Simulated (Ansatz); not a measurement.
A run for Ansatz (a quantum-chemistry and plane-wave program): R-B3LYP/def2-TZVPP on FHSTe (SMILES F[Te]S), a point of a torsion scan. Elements past Kr take the def2 small-core potentials; no spin–orbit coupling.

Ansatz 0.2 input:
```yaml
crystal:
  periodic: [false, false, false]
  atoms:
    - {symbol: F, position_ang: [1.80478302, -0.66390776, 0.26169769]}
    - {symbol: Te, position_ang: [0.93956820, 1.06595929, -0.26903688]}
    - {symbol: S, position_ang: [-1.24675480, 0.38765794, 0.30928493]}
    - {symbol: H, position_ang: [-1.48214632, 1.32039158, 1.22972514]}
basis:
  gaussian:
    orbitals: def2-TZVPP
hamiltonian:
  xc: {name: B3LYP}
scf: {lower_state_search: off}
```

It printed:

```
WARN ansatz: RAYON_NUM_THREADS=1 ignored (pool sized by the plan → 1); use --threads N
Functional definition: B3LYP
these checks for a lower state are left out or cut short: stability, starts, cluster_reference, orbital_swaps, neighbouring_geometries, increment
integrals: 0.05 GiB planned
934 factors; their error is unknown
mean field: 0.48 GiB planned
mean field evaluation 1: about -20863.7497 eV, gradient 4.1e1 eV
mean field evaluation 2: about -20846.0294 eV, gradient 1.1e2 eV
mean field evaluation 4: about -20866.5032 eV, gradient 7.6e0 eV
mean field evaluation 8: about -20866.6430 eV, gradient 1.4e-1 eV
mean field evaluation 16: about -20866.7535 eV, gradient 4.8e-4 eV
mean field -20866.75349562 eV, -766.8390469705 hartree, gradient 2.6e-6 eV, S^2 0.000000; 0 other end points of the search recorded, 0 dependent functions left out
reference -20866.75369941 eV, -766.8390544596 hartree; 25, 25 occupied and 112, 112 virtual orbitals, 934 factors
Total energy: -20866.75369941 eV, -766.8390544596 hartree
Checks for a lower state left out: stability, starts, cluster_reference, orbital_swaps, neighbouring_geometries, increment
```

The run converged.

Cost: about 2.9 core-seconds (a rough figure).
